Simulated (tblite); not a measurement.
Write Cartesian coordinates for `N#C/C=C/C=C/O` as optimised with GFN2-xTB.

```
atom  x, y, z in Å
N1    -4.0479    0.4412    0.5556
C2    -2.9807    0.0176    0.5948
C3    -1.6829   -0.5068    0.6481
C4    -0.6162    0.1552    0.1635
C5     0.7192   -0.3529    0.2049
C6     1.7640    0.3287   -0.2850
O7     3.0213   -0.1619   -0.2379
H8    -1.5836   -1.4820    1.1061
H9    -0.7594    1.1291   -0.2878
H10    0.8885   -1.3236    0.6472
H11    1.6277    1.3050   -0.7382
H12    3.6512    0.4495   -0.6326
```

Any rigid rotation of these coordinates is as good. Atoms count from 1 in this order. The 4 C–C bonds span 1.340 Å (C5=C6, drawn double) to 1.429 Å (C4–C5, drawn single), a spread of 0.089 Å. O7 (enol oxygen) is bent (angle 111.4°). Of the pairs four or more bonds apart, H9···H11 is among the closest relative to their van der Waals radii: 2.44 Å, 101 % of the sum of Bondi's values. The 7 heavy atoms lie in one plane (0.001 Å rms).

Bonds between heavy atoms (Å): N1≡C2 1.149, C2–C3 1.401, C3=C4 1.346, C4–C5 1.429, C5=C6 1.340, C6–O7 1.350.

Structure optimised with GFN2-xTB, isolated species.

Point group: Cs (every atom within 0.08 Å of its image). Its GFN2-xTB frequencies are all real (lowest 91 cm⁻¹). One conformer, not necessarily the lowest (C3–C4–C5–C6 180°, C5–C6–O7–H 180°).

Time: 0.27 s. Hardware: an Arm Neoverse V2 with one thread, shared host. These figures are those of the optimisation.

All values are computed, not measured.
